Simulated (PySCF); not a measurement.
A structure optimised at r2SCAN-D4/def2-SVP, used in a PySCF frequency run:

```xyz
3

Cd     0.0000     0.0000     0.0000
I      0.0000     0.0000    -2.5920
I      0.0000     0.0000     2.5920
```
Charge 0, spin multiplicity 1.

Q: Write its SMILES, formula and point group.

A: [I][Cd][I], CdI₂, D∞h

Q: What are its rotational constants (standard atomic weights)?

A: 0.29638 GHz (linear rotor, B only)
